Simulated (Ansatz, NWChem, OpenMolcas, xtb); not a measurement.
Ligand exchange: LiCl + SiH3I → LiI + SiH3Cl

Gas-phase species: LiCl, singlet; SiH3I `[SiH3]I`, singlet; LiI (Lithium Iodide), singlet; SiH3Cl (chlorosilane) `[SiH3]Cl`, singlet. The partners trade Cl for I: Li–Cl and Si–I bonds give way to Li–I and Si–Cl.

Shapes, held fixed at every level: PBE0-D4/def2-TZVP; LiI at the measured bond length. Programs: Ansatz 0.2.0, NWChem 7.3.0, OpenMolcas 26.06, xtb 6.7.1. Electronic energies: no zero-point or thermal term.

```
         level                    kind  ΔE (kJ/mol)
      GFN0-xTB          semi-empirical        -40.6
     HF/STO-3G            Hartree–Fock        -61.3
 r2SCAN/STO-3G                meta-GGA        -37.5
  B3LYP/STO-3G           global hybrid        -39.7
  wB97X/STO-3G  range-separated hybrid        -36.3
RPA@PBE/STO-3G                     RPA        -52.1
BCCD(T)/STO-3G   coupled cluster or CI        -56.7
 CCSDTQ/STO-3G   coupled cluster or CI        -56.9
 PBE0/def2-SVP           global hybrid        -23.4
```

PBE0/def2-SVP gives ΔE = -23.4 kJ/mol; the levels span -61.3 to -23.4. The median of the levels is -40.6. No measured value is set beside it here. For atoms past krypton def2 sets carry core potentials with scalar relativity. All-electron rows are non-relativistic unless named. Outer-core shells of I, Li are correlated, in sets that cover them unevenly. Sets without diffuse functions underbind ionic bonds of s-block metals. Rows in sets without polarisation functions are far from converged.
